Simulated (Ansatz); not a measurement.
Gas-phase electronic energies from Ansatz, PBE0-D4/def2-TZVP geometries. CCSD(T)/CBS adds triple-zeta CCSD(T) − MP2 to the extrapolated MP2 energy (def2 sets, frozen cores). This one scheme is used for every species. One conformer a species, not always the lowest.

Consider the formal exchange of groups at a B–Si bond: `B[SiH2]C(F)Cl` + `C#CF` → `BC#C` + `F[SiH2]C(F)Cl`.

```
        species  CCSD(T)/CBS(def2) energy (Eh)
`B[SiH2]C(F)Cl`                     -914.44659
         `C#CF`                     -176.38388
         `BC#C`                     -102.61899
`F[SiH2]C(F)Cl`                     -988.34454
```

(1) Work out ΔE.

Largest T1 diagnostic among the species: 0.014.

Answers

(1) ΔE = (-102.61899) + (-988.34454) − (-914.44659) − (-176.38388) = -0.13306 Eh = -349.3 kJ/mol.

From PBE to PBE0 (25 % exact exchange), in def2-TZVPP and without D4, ΔE moves by −6.7 kJ/mol.
